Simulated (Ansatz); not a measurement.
Gas-phase electronic energies from Ansatz, PBE0-D4/def2-TZVP geometries. CCSD(T)/CBS adds triple-zeta CCSD(T) − MP2 to the extrapolated MP2 energy (def2 sets, frozen cores). DFT in def2-TZVPP. B3LYP here is the variant with VWN-RPA as its local correlation; programs differ in this. For Ge, Mg outer-core shells are correlated without core-valence functions, which leaves a few kJ/mol of doubt a bond. Scalar relativity is left out up to krypton. Each species was taken in one conformer, which may not be the lowest.

Reaction (substitution at a C–O bond): `C[O][Ge][O]C` + `[OH][MgH]` → `C[O][MgH]` + `C[O][Ge][OH]`

(1) Is it downhill or uphill in electronic energy at CCSD(T)/CBS, and by how much? (Best estimate.)

(2) What do these levels give: r2SCAN-D4, B3LYP-D4, r2SCAN, PBE0, B3LYP, MP2/def2-TZVPP, SCS-MP2/def2-TZVPP, CCSD(T)/def2-TZVPP, HF/def2-QZVPP, MP2/def2-QZVPP, SCS-MP2/def2-QZVPP, CCSD/CBS(def2)? (An estimate is asked.)

Largest T1 diagnostic among the species: 0.015.

Results:

(1) The calculation gave: Nearly level: ΔE = +0.6 kcal/mol.

(2) The calculation gave: r2SCAN-D4 0.3, B3LYP-D4 0.5, r2SCAN 0.2, PBE0 -0.3, B3LYP -0.2, MP2/def2-TZVPP 0.9, SCS-MP2/def2-TZVPP 0.6, CCSD(T)/def2-TZVPP 0.6, HF/def2-QZVPP -0.7, MP2/def2-QZVPP 0.9, SCS-MP2/def2-QZVPP 0.6, CCSD/CBS(def2) 0.4 kcal/mol.

In def2-TZVPP, CCSD(T) changes the Hartree–Fock value by +1.1 kcal/mol (the triples alone add +0.2 kcal/mol) and MP2 by +1.5 kcal/mol.
